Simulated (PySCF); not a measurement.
# What a mistake does to a calculation on AlFH3NSi

All numbers below are calculated, not measured. The program is PySCF 2.14.0, an open-source quantum chemistry code, run on an isolated molecule that a program drew, which may never have been made. The molecule is AlFH3NSi (charge 0, singlet), drawn as the SMILES string `F[SiH2][N]=[AlH]`.

Each row is a Hartree-Fock (HF) and frozen-core CCSD(T) single point in the cc-pV(D+d)Z basis, meant for a local HF minimum. Run 1 is clean. Each other run has one planted mistake out of seven kinds, and not every kind appears here: one electron removed, one electron added, multiplicity raised by two, geometry at a saddle point, minimal basis STO-3G, one bond length entered in bohr, all coordinates scaled. The reference is restricted for singlets and unrestricted otherwise, and also for a bond in bohr. Adding or removing an electron swaps singlet and doublet. Electrons count all cores. HOMO and LUMO are orbital energies over both spins, the gradient is its largest component, and the lowest frequency (negative if imaginary) is given only where the gradient is small. Bond lengths are over the 6 bonds as drawn. T1 is the CCSD diagnostic: over 0.02 (restricted) or 0.045 (unrestricted) a single reference is doubtful.

Geometry of the clean run:
```xyz
7
AlFH3NSi, angstrom
F    -1.1645    1.0438   -1.7882
Si   -0.0453   -0.0302   -1.2959
N     0.6133    0.4025    0.1719
Al    1.1261    0.9919    1.5937
H     0.9488   -0.0647   -2.3910
H    -0.7608   -1.3244   -1.2525
H     1.6484    1.5150    2.9562
```

| run | electrons | basis functions | <S^2> | HOMO (eV) | LUMO (eV) | gradient (hartree/bohr) | lowest frequency (cm^-1) | mean bond (Å) | longest bond (Å) | T1 | HF (hartree) | CCSD(T) (hartree) | mistake |
|---|---|---|---|---|---|---|---|---|---|---|---|---|---|
| 1 | 46 | 89 | 0.000 | -9.82 | 1.35 | 1.1e-05 | 70 | 1.5708 | 1.666 | 0.0199 | -686.55095 | -687.10198 | no fault |
| 2 | 46 | 89 | 2.011 | -5.54 | -0.42 | 1.2e-01 | - | 1.5708 | 1.666 | 0.0467 | -686.44839 | -686.95730 | multiplicity raised by two |
| 3 | 46 | 89 | 0.000 | -9.88 | 1.39 | 1.3e-02 | - | 1.5503 | 1.644 | 0.0193 | -686.54945 | -687.09804 | ? |
| 4 | 47 | 89 | 0.758 | 0.24 | 6.31 | 6.9e-02 | - | 1.5708 | 1.666 | 0.0296 | -686.52029 | -687.07969 | ? |

**Which mistake was planted in run 3, and what did it cost?**

The mean and the longest bond both change by the same factor, 0.987, and the gradient is no longer small. So the mistake is: all coordinates scaled. Subtracting run 1 and multiplying by 627.51 kcal/mol a hartree, the energy moved by 0.9 kcal/mol in HF and 2.5 kcal/mol in CCSD(T).

**Which mistake was planted in run 4, and what did it cost?**

It counts 47 electrons, one more than the clean run, at the same geometry and basis. So the mistake is: one electron added. Subtracting run 1 and multiplying by 627.51 kcal/mol a hartree, the energy moved by 19.2 kcal/mol in HF and 14.0 kcal/mol in CCSD(T).

Cautions from the logs. Run 2: T1 is over the limit, so its CCSD(T) energy is less reliable; run 4: the HOMO is above zero, so the electron isn't bound and the energy depends on the basis.
